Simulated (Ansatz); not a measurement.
Mulliken charges of C$_{2}$ClF$_{5}$, SMILES `FC(F)(F)C(F)(F)Cl` from PBE/def2-TZVPP in Ansatz (PBE0-D4/def2-TZVP geometry).

```
atom   x (Å)   y (Å)   z (Å)  charge (e)
  F1   0.477  -1.643  -0.369      -0.109
  C2   0.000  -0.443  -0.657       0.331
  F3  -1.243  -0.560  -1.098      -0.109
  F4   0.745   0.098  -1.613      -0.109
  C5   0.045   0.472   0.596       0.251
  F6  -0.410   1.676   0.257      -0.099
  F7   1.311   0.593   0.986      -0.099
 Cl8  -0.924  -0.192   1.897      -0.056
```

Problem. By hand: the dipole of these point charges (1 e Å = 4.8032 D).

Solution. Σ q r = (-0.024, -0.013, 0.039) e Å, of length 0.048 e Å = 0.23 D.

Problem. How does the dipole of the full density compare? (An estimate is asked.)

Solution. Computed: (-0.038, -0.019, 0.062) e Å, 0.36 D; the point charges give 0.64 times that, at 1° from its direction.

Point charges leave out the atoms' own dipoles, such as those of lone pairs, and Mulliken's split depends on the basis, so the two needn't agree.
